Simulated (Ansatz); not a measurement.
The cluster B12⁺. The state is a doublet with charge 1. Geometry r2SCAN-D4/def2-SVP.

```xyz
12

B    -1.486    0.699    0.839
B     1.558    0.129   -0.966
B    -1.178   -0.881    1.021
B    -1.167    1.149   -0.752
B     1.675   -0.496    0.593
B     1.366    1.083    0.407
B    -1.747   -0.332   -0.466
B    -0.198    1.663    0.525
B     0.385   -1.462    0.892
B     0.470    1.364   -0.989
B     0.979   -1.352   -0.679
B    -0.656   -1.565   -0.425
```

The structure comes from a short search, and lower isomers may exist.

**Question.** Estimate the α-spin orbital energies around the gap (eV) in Ansatz with PBE-D4/def2-SVP, PBE-D4/def2-TZVP, revPBE-D4/def2-TZVP, PBE0-D4/def2-SVP, PBE0-D4/def2-TZVP.

**Answer.** 
```
orbital  PBE-D4/def2-SVP  PBE-D4/def2-TZVP  revPBE-D4/def2-TZVP  PBE0-D4/def2-SVP  PBE0-D4/def2-TZVP
 HOMO−5           -12.90            -12.89               -12.84            -14.14             -14.10
 HOMO−4           -12.80            -12.80               -12.75            -14.00             -13.99
 HOMO−3           -11.76            -11.72               -11.65            -12.49             -12.43
 HOMO−2           -11.60            -11.55               -11.48            -12.35             -12.27
 HOMO−1           -10.74            -10.72               -10.68            -11.75             -11.71
   HOMO           -10.72            -10.70               -10.65            -11.65             -11.60
   LUMO            -8.70             -8.68                -8.60             -7.84              -7.80
 LUMO+1            -7.98             -7.95                -7.86             -7.18              -7.14
 LUMO+2            -7.96             -7.93                -7.85             -7.17              -7.12
 LUMO+3            -7.45             -7.51                -7.45             -6.46              -6.53
 LUMO+4            -7.44             -7.50                -7.44             -6.45              -6.51
 LUMO+5            -7.02             -7.07                -7.00             -5.99              -6.04
 β HOMO           -10.61            -10.59               -10.54            -11.54             -11.49
 β LUMO           -10.16            -10.14               -10.06             -9.49              -9.43
```
